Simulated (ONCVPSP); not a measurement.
**Scattering properties, ONCV potential for Hf (Z = 72)**

| Quantity | Value |
| --- | --- |
| Element | hafnium |
| Generator | ONCVPSP 4.0.1 |
| Type | optimised norm-conserving Vanderbilt (ONCV) |
| Functional | PBE |
| Relativity | scalar-relativistic |
| Frozen core | [Kr] 4d10 4f14 |
| Valence charge | 12 |
| Reference configuration | 5s2 5p6 5d2.5 6s1.5 |
| Partial waves | 5s+6s: rc 2.20 bohr, ncon 4, nbas 7, qcut 4.9 1/bohr, 2 projectors; 5p: rc 2.05 bohr, ncon 4, nbas 7, qcut 7.2 1/bohr, 2 projectors, debl 3.6 Ha; 5d: rc 3.00 bohr, ncon 5, nbas 9, qcut 5.6 1/bohr, 2 projectors, debl 0.6 Ha |
| Local potential | polynomial inside 1.45 bohr (lpopt 5, dvloc0 0 Ha) |
| Core correction | Teter function fitted to the true core (icmod 2), fcfact 0.35 |

The phase is arctan(r·R′/R) of the radial function R(r), unwrapped; energies in Ha, scanned from -4 to 5 Ha. A pole is an energy at which the radial function vanishes at the test radius. The pseudo phase is shifted by a multiple of π to meet the all-electron one at the reference energy, and phase errors are pseudo minus all-electron; the curves can meet again beyond the range given. Levels narrower than the energy grid can be missing from the lists of poles.

**Question.** For each channel, where are the poles, and over which energies does the pseudopotential scatter like the atom?

**Answer.**

| channel | radius (bohr) | reference energy (Ha) | poles, all-electron | poles, pseudo | unbroken range about the reference energy with phases within 0.05 rad | phase error 1 Ha above the reference energy (rad) |
| --- | --- | --- | --- | --- | --- | --- |
| s | 2.24 | -0.18 | -2.35, 2.68 | -2.35, 2.47, 4.50 | below 2.9 | -0.003 |
| p | 2.08 | -1.28 | -0.93, 4.86 | -0.93, 4.82 | the whole range | -0.000 |
| d | 3.05 | -0.08 | 0.15, 2.41 | 0.15, 2.43 | below 3.6 | +0.001 |

Phases in the d channel:

```
E (Ha)  all-electron  pseudo
 -3.98         1.439   1.439
 -3.74         1.434   1.434
 -3.50         1.429   1.429
 -3.26         1.423   1.423
 -3.02         1.416   1.416
 -2.78         1.408   1.408
 -2.54         1.399   1.399
 -2.30         1.388   1.388
 -2.06         1.376   1.376
 -1.82         1.360   1.360
 -1.58         1.340   1.340
 -1.34         1.313   1.313
 -1.10         1.275   1.275
 -0.86         1.214   1.214
 -0.62         1.097   1.097
 -0.38         0.737   0.737
 -0.14        -0.835  -0.835
  0.10        -1.516  -1.516
  0.34        -1.742  -1.742
  0.58        -1.977  -1.977
  0.82        -2.562  -2.562
  1.06        -3.826  -3.825
  1.30        -4.327  -4.326
  1.54        -4.500  -4.499
  1.78        -4.588  -4.587
  2.02        -4.645  -4.644
  2.26        -4.688  -4.687
  2.50        -4.725  -4.723
  2.74        -4.762  -4.759
  2.98        -4.803  -4.798
  3.22        -4.859  -4.849
  3.46        -4.950  -4.928
  3.70        -5.161  -5.094
  3.94        -6.030  -5.676
  4.18        -7.270  -7.081
  4.42        -7.567  -7.512
  4.66        -7.675  -7.649
  4.90        -7.731  -7.716
```
